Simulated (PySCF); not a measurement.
# Spinor energies of Sn³⁰⁺ (tin, charge +30)

Start: [Ar] 3d2; 3d3/2 filled at m_j = +1/2, +3/2. Calculated with PySCF 2.14 in an even-tempered Gaussian basis (16 s from 4.9 bohr⁻², ratio 2.8; 12 p from 6.4 bohr⁻², ratio 2.8; 8 d from 6.4 bohr⁻², ratio 2.8; 3 f from 20 bohr⁻², ratio 3): generalised Hartree-Fock with the X2C-1e Hamiltonian and a Gaussian nucleus; one run each with spin-orbit coupling (SO) switched off, then screened by Boettger's factors.

```tsv
spinor shell	electrons	ε, spin-free (eV)	ε, screened SO (eV)	weight of nominal j (screened SO)	rms radius, screened SO (bohr)
1s1/2	2	-30780.6	-30777.4	1.000	0.0333
2s1/2	2	-5921.5	-5920.1	1.000	0.135
2p1/2	2	-5459.0	-5624.8	1.000	0.116
2p3/2	4	-5459.0	-5382.1	1.000	0.121
3s1/2	2	-2096.3	-2095.9	1.000	0.336
3p1/2	2	-1938.0	-1981.0	0.993	0.326
3p3/2	4	-1938.0	-1917.8	0.996	0.336
3d3/2	2	-1760.4	-1765.0	0.980	0.294
```

```tsv
quantity	spin-free	screened SO
E (hartree)	-5548.88918	-5550.77206
M_J	2	2
⟨J²⟩	8.001	6.127
⟨L²⟩	12.001	10.715
⟨S²⟩	2.000	1.625
```

Each row is a mean over spinors that exchange with the open shell spreads, by up to 19.881 eV (3p1/2).

⟨J²⟩ departs a little from M_J(M_J + 1) because the unrestricted spinors polarise the closed shells.

Breit and QED terms are absent; they matter most for the inner s and p1/2 levels.

Densities and radii are taken from the X2C orbitals without a picture-change correction, which distorts them close to the nucleus.

Without spin-orbit coupling the j labels of p, d and f shells carry no meaning; the spin-free column gives the mean over the occupied spinors of each nl shell, and its ⟨J²⟩ belongs to a mixture of degenerate components.
